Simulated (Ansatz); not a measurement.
A nudged elastic band was laid between two geometries of H4N2Zn (7 atoms, charge 0, multiplicity 1).

All numbers below come from Ansatz 0.2.0, RHF/def2-SVPD.

* movable images: 7
* climbing image: yes
* spring: 5.0 eV/Å²
* optimiser: quadratic models (default)
* start path: through a guess of the saddle point
* force threshold: 0.03 eV/Å
* iteration limit: 60
* end points: relaxed

First end point:

```xyz
7
Properties=species:S:1:pos:R:3
N -1.534 -0.616 -0.798
Zn 0.001 0.000 -0.002
N 1.537 0.616 0.792
H -2.014 -1.454 -0.545
H -2.023 -0.153 -1.535
H 2.464 0.397 0.493
H 1.568 1.210 1.595
```

Last end point:

```xyz
7
Properties=species:S:1:pos:R:3
N -1.537 -0.613 -0.794
Zn 0.000 0.001 0.000
N 1.537 0.614 0.794
H -2.465 -0.390 -0.497
H -1.569 -1.220 -1.587
H 2.015 1.455 0.547
H 2.020 0.153 1.538
```

Question: What changes between the two ends?

Answer: No bond is made or broken.  The two ends are copies of one structure, up to a mirror image or an exchange of like atoms.

Question: What energy profile does the band end with?

Answer: The run converged. The highest image is number 4 of 0 to 8, 0.059 eV above the ends, which have the same energy within 2 meV. A vibrational analysis at the climbing image gives one clearly imaginary mode, 218i cm⁻¹: a first-order saddle point.

```json
{"image": "0", "path coordinate (Å)": "0.00", "energy (eV)": "0.000"}
{"image": "1", "path coordinate (Å)": "0.32", "energy (eV)": "0.009"}
{"image": "2", "path coordinate (Å)": "0.64", "energy (eV)": "0.029"}
{"image": "3", "path coordinate (Å)": "0.96", "energy (eV)": "0.050"}
{"image": "4", "path coordinate (Å)": "1.28", "energy (eV)": "0.059"}
{"image": "5", "path coordinate (Å)": "1.60", "energy (eV)": "0.050"}
{"image": "6", "path coordinate (Å)": "1.92", "energy (eV)": "0.029"}
{"image": "7", "path coordinate (Å)": "2.24", "energy (eV)": "0.008"}
{"image": "8", "path coordinate (Å)": "2.56", "energy (eV)": "0.000"}
```

Question: What is the geometry of the highest image?

Answer: 
```xyz
7
Properties=species:S:1:pos:R:3
N -1.521 -0.657 -0.798
Zn -0.001 0.002 -0.001
N 1.523 0.657 0.797
H -2.324 -0.993 -0.306
H -1.695 -0.674 -1.781
H 2.326 0.994 0.309
H 1.692 0.671 1.781
```

Question: What are the harmonic wavenumbers there?

Answer: 218i, 121, 141, 149, 205, 611, 666, 724, 735, 1670, 1676, 3800, 3801, 3896, 3897 cm⁻¹.

The band took 8 iterations and roughly 2.4 core-minutes.

The run took 76 s on 2 threads of Arm Neoverse V1, with other jobs on the host, peak memory 0.21 GiB.
